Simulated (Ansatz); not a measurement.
`[F][AlH][GeH3]` + `CNC` → `C[N](C)[AlH][F]` + GeH₄  (cleavage of the Al–Ge bond)

Program: Ansatz. Geometries: PBE0-D4/def2-TZVP. ΔE: electronic, gas phase. CCSD(T)/CBS is the MP2 limit (def2-TZVPP, def2-QZVPP) plus CCSD(T) − MP2 in def2-TZVPP, frozen cores. Functionals use def2-TZVPP. B3LYP here is the variant with VWN-RPA as its local correlation; programs differ in this. HSE06 is defined as in plane-wave codes. For Ge outer-core shells are correlated without core-valence functions, which leaves a few kJ/mol of doubt a bond. Scalar relativity is left out up to krypton. One conformer a species, not always the lowest.

| level | ΔE (kJ/mol) | difference from CCSD(T)/CBS |
| --- | --- | --- |
| LDA (SPW92) | -66.3 | 2.6 |
| r2SCAN-D4 | -69.9 | -1.0 |
| r2SCANh-D4 | -69.3 | -0.4 |
| BHLYP-D4 | -72.4 | -3.5 |
| BLYP | -62.9 | 6.0 |
| r2SCAN | -68.8 | 0.1 |
| B3LYP | -65.1 | 3.8 |
| HSE06 | -56.7 | 12.2 |
| BHLYP | -68.9 | 0.0 |
| LC-ωPBE | -65.3 | 3.6 |
| CCSD/def2-SVP | -77.3 | -8.4 |
| CCSD(T)/def2-SVP | -78.3 | -9.4 |
| MP2/def2-TZVPP | -79.3 | -10.4 |
| SCS-MP2/def2-TZVPP | -78.6 | -9.7 |
| MP2/def2-QZVPP | -77.8 | -8.9 |
| MP2/CBS(def2) | -76.0 | -7.1 |
| CCSD(T)/CBS | -68.9 | 0 |

Largest T1 diagnostic among the species: 0.013.

In def2-TZVPP, CCSD(T) changes the Hartree–Fock value by −3.2 kJ/mol (the triples alone add −1.2 kJ/mol) and MP2 by −10.3 kJ/mol. At CCSD(T), def2-SVP lies −9.4 kJ/mol from the extrapolated value and def2-TZVPP −3.3 kJ/mol. From BLYP to BHLYP (50 % exact exchange), in def2-TZVPP and without D4, ΔE moves by −6.0 kJ/mol.
